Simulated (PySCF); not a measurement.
# How methods differ on the excitation energy of Te²⁺

Te²⁺ [Kr] 4d10 5s2 5p2 (3P) → Te²⁺ [Kr] 4d10 5s2 5p1 6s1 (3P), as a difference of total energies. Computed with PySCF 2.14 in aug-cc-pwCVTZ-DK3 (10s9p7d4f1g, 109 functions), with the spin-free X2C one-electron Hamiltonian (Gaussian nucleus). Correlated levels: valence: [Kr] 4d10 frozen. The calculations carry no spin-orbit coupling.

```csv
method,excitation energy (eV)
UHF,13.023
MP2 (valence),13.002
SCS-MP2 (valence),13.019
CCSD (valence),12.976
CCSD(T) (valence),12.958
```

Task: How much does correlation contribute at CCSD(T) (valence)?

Result: 12.958 − (13.023) = -0.065 eV, measured against UHF.

A first-order spin-orbit estimate (lowest level to lowest level, LS coupling) adds -0.030 eV.

The promoted electron is Rydberg-like, and one or two diffuse shells describe it only roughly, which tends to raise the upper state.

The coupled-cluster amplitudes are large for the upper state (T1 above 0.03 or a double amplitude above 0.15), so a single reference is strained.
